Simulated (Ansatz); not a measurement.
Input and output for Br2FHOSi (`O[Si](F)(Br)Br`).

```yaml
crystal:
  periodic: [false, false, false]
  atoms:
    - {symbol: O, position_ang: [-0.376953, 0.252473, 1.198168]}
    - {symbol: Si, position_ang: [0.204359, 0.022554, -0.210428]}
    - {symbol: F, position_ang: [1.600916, -0.733755, -0.129003]}
    - {symbol: Br, position_ang: [-1.092770, -1.171430, -1.482191]}
    - {symbol: Br, position_ang: [0.587787, 2.039923, -1.074445]}
    - {symbol: H, position_ang: [-0.912782, -0.465456, 1.640068]}
basis:
  gaussian: {orbitals: STO-3G}
hamiltonian: {xc: {name: r2SCAN50}}
accuracy: high
output: {forces: true}
```

```sh
$ ansatz run in.yaml --threads 4 --pin off --events-out ev --progress --plain --max-ram 10444MiB
```

Shortened log:

```
Functional definition: r2SCAN50
925 factors; integrals over basis functions are off by at most 4.2e-8 eV
mean field evaluation 1: about -151069.0581 eV, gradient 3.1e1 eV
mean field evaluation 2: about -151071.8675 eV, gradient 1.7e1 eV
mean field evaluation 4: about -151072.8204 eV, gradient 2.8e-1 eV
mean field evaluation 8: about -151072.8631 eV, gradient 6.4e-3 eV
mean field evaluation 16: about -151072.8631 eV, gradient 5.7e-8 eV
mean field -151072.86308339 eV, -5551.8253174501 hartree, gradient 5.6e-8 eV, S^2 0.000000; 0 other end points of the search recorded, 0 dependent functions left out
reference -151072.86308359 eV, -5551.8253174576 hartree; 51, 51 occupied and 5, 5 virtual orbitals, 925 factors
Total energy: -151072.86308359 eV, -5551.8253174576 hartree
Atom 0 at    -0.376953     0.252473     1.198168 Å, force    -2.230446     0.237153     4.806617 eV/Å
Atom 1 at     0.204359     0.022554    -0.210428 Å, force     1.668424     0.394213    -4.153583 eV/Å
Atom 2 at     1.600916    -0.733755    -0.129003 Å, force     0.550329    -0.272670     0.080236 eV/Å
Atom 3 at    -1.092770    -1.171430    -1.482191 Å, force    -0.432254    -0.352612    -0.389810 eV/Å
Atom 4 at     0.587787     2.039923    -1.074445 Å, force    -0.137106    -0.612175     0.292691 eV/Å
Atom 5 at    -0.912782    -0.465456     1.640068 Å, force     0.581055     0.606092    -0.636151 eV/Å
Dipole moment:    -0.115252    -0.329951     0.429329 e Å
```

Hardware: 4 threads of an Arm Neoverse V2 on a shared host. Wall time 3.5 s, peak host memory 0.28 GiB.
